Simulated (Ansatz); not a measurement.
The lowest singlet and triplet of CH3N (SMILES C[N]); geometries from B3LYP-D3(BJ)/def2-TZVP, each state relaxed from the structure named, with no frequency check, low spin by broken symmetry.
Singlet (charge 0, multiplicity 1):
| atom | x (Å) | y (Å) | z (Å) |
|---|---|---|---|
| C | -0.5333 | 0.0606 | 0.0404 |
| N | 0.8540 | -0.0971 | -0.0647 |
| H | -0.8723 | -0.0929 | 1.0779 |
| H | -0.8418 | 1.0726 | -0.2689 |
| H | -1.0643 | -0.6638 | -0.5985 |
Triplet (charge 0, multiplicity 3):
```xyz
5

C     -0.5371     0.0611     0.0407
N      0.8573    -0.0975    -0.0650
H     -0.8723    -0.0928     1.0776
H     -0.8418     1.0724    -0.2688
H     -1.0642    -0.6635    -0.5983
```

| level | gap E(singlet) − E(triplet), adiabatic (kcal/mol) |
|---|---|
| U-SVWN5/def2-TZVPP (spin-contaminated) | 14.37 |
| U-r2SCAN/def2-TZVPP (spin-contaminated) | 10.89 |
| R-PBE0/def2-TZVPP | 48.61 |
| U-PBE0/def2-TZVPP (spin-contaminated) | 12.37 |
| U-BHLYP/def2-TZVPP (spin-contaminated) | 12.53 |
| U-B2PLYP/def2-TZVPP (spin-contaminated) | 13.27 |
| R-MP2/cc-pVTZ | 48.18 |
| R-SCS-MP2/cc-pVDZ | 48.75 |
| R-CCSDT(Q)/cc-pVDZ | 37.56 |
| SA-CASSCF(2,2)/cc-pVTZ | 38.78 |
| SA-CASSCF(2,2)/cc-pVQZ | 38.43 |
| SC-NEVPT2 on SA-CASSCF(2,2)/cc-pVDZ | 38.91 |
| FIC-NEVPT4(SD) on SA-CASSCF(2,2)/cc-pVDZ | 38.65 |
| FIC-MRCISD+Q on SA-CASSCF(2,2)/cc-pVTZ | 34.53 |

The rows run from 10.89 (U-r2SCAN/def2-TZVPP (spin-contaminated)) to 48.75 kcal/mol (R-SCS-MP2/cc-pVDZ).

A positive gap puts the triplet lower; no zero-point energy. R- takes a restricted singlet, here one determinant of a half-filled degenerate or near-degenerate pair, which mixes singlet states. U- takes an unrestricted singlet (broken symmetry where lower, unprojected). The triplet is unrestricted in single-reference levels. Active spaces average the two states.

Correlated levels freeze the cores.

Doubts at one or more of the structures used: a restricted determinant that unrestricted orbitals would lower (R-PBE0/def2-TZVPP, R-MP2/cc-pVTZ, R-SCS-MP2/cc-pVDZ, R-CCSDT(Q)/cc-pVDZ); other coupled-cluster roots lie near (R-CCSDT(Q)/cc-pVDZ).

The values were computed with Ansatz (Gaussian basis) for Hartree–Fock, density functionals and correlated methods. Each number belongs to the level named beside it.

Measured: triplet 3A2 below singlet 1E by 1.352 ± 0.011 eV = 31.2 kcal/mol (with zero-point energy) [Photoelectron spectroscopy of the CH3N- ion (1999)].

Ansatz is a quantum-chemistry and plane-wave program.
